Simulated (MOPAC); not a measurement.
MOPAC input (PM3):

```
PM3 1SCF CHARGE=-1 GEO-OK AUX(PRECISION=9) THREADS=1
CBF2O

O    -2.14244300 1    0.35652700 1    0.42178000 1
C    -0.97085300 1    0.16156100 1    0.19113100 1
B     0.41490800 1   -0.06904600 1   -0.08168200 1
F     1.25785600 1    0.89164700 1   -0.65122800 1
F     1.06326900 1   -1.27790900 1    0.19427100 1
```

From the output:

```
                                                       MOPAC v23.2.5 Linux

          FINAL HEAT OF FORMATION =       -237.17851 KCAL/MOL =    -992.35487 KJ/MOL

          COSMO AREA              =         95.96 SQUARE ANGSTROMS
          COSMO VOLUME            =         77.38 CUBIC ANGSTROMS

          IONIZATION POTENTIAL    =          2.404019 EV
          HOMO LUMO ENERGIES (EV) =         -2.404  5.924
          NO. OF FILLED LEVELS    =         14
          MOLECULAR WEIGHT        =         76.8172         POINT GROUP:  C2v

          MOLECULAR DIMENSIONS (Angstroms)

            Atom       Atom       Distance
            F     4    O     1     3.60551
            F     5    O     1     2.21053
            C     2    F     4     0.00000

          SCF CALCULATIONS        =          1

   ATOM   CHEMICAL          X               Y               Z
  NUMBER   SYMBOL      (ANGSTROMS)     (ANGSTROMS)     (ANGSTROMS)

     1       O         -2.14244300  *   0.35652700  *   0.42178000  *
     2       C         -0.97085300  *   0.16156100  *   0.19113100  *
     3       B          0.41490800  *  -0.06904600  *  -0.08168200  *
     4       F          1.25785600  *   0.89164700  *  -0.65122800  *
     5       F          1.06326900  *  -1.27790900  *   0.19427100  *

                             CARTESIAN COORDINATES

   1    O       -2.142443000     0.356527000     0.421780000
   2    C       -0.970853000     0.161561000     0.191131000
   3    B        0.414908000    -0.069046000    -0.081682000
   4    F        1.257856000     0.891647000    -0.651228000
   5    F        1.063269000    -1.277909000     0.194271000

           Empirical Formula: C O B F2  =     5 atoms

      MOLECULAR POINT GROUP   :   C2v

                  EIGENVALUES
 -31.99741 -20.59120 -17.69771 -17.42731 -12.70086 -12.53897 -11.77024 -11.27736
 -10.31764  -9.83136  -9.42009  -9.12429  -8.91453  -2.40402   5.92411   7.27696
   8.92325  10.40137  10.70112  12.86309

              NET ATOMIC CHARGES AND DIPOLE CONTRIBUTIONS

  ATOM NO.   TYPE          CHARGE      No. of ELECS.   s-Pop       p-Pop
    1          O          -0.333206        6.3332     1.85675     4.47645
    2          C           0.078843        3.9212     1.26959     2.65157
    3          B          -0.369757        3.3698     0.83045     2.53931
    4          F          -0.187941        7.1879     1.62210     5.56584
    5          F          -0.187940        7.1879     1.62210     5.56584
 DIPOLE           X         Y         Z       TOTAL
 POINT-CHG.     0.394    -0.066    -0.078     0.407
 HYBRID        -0.469     0.078     0.092     0.484
 SUM           -0.074     0.012     0.015     0.077

          ATOMIC ORBITAL ELECTRON POPULATIONS

     Atom    s        px        py        pz
    1  O   1.85675   1.25775   1.42915   1.78956
    2  C   1.26959   0.92781   0.68493   1.03883
    3  B   0.83045   0.75096   0.74974   1.03860
    4  F   1.62210   1.84646   1.81533   1.90406
    5  F   1.62210   1.89119   1.73232   1.94232

 **********************
 *                    *
 * JOB ENDED NORMALLY *
 *                    *
 **********************

 == MOPAC DONE ==
```

The dipole moment of an ion depends on the origin.

The geometry given is a B3LYP-D3(BJ)/def2-TZVP minimum.
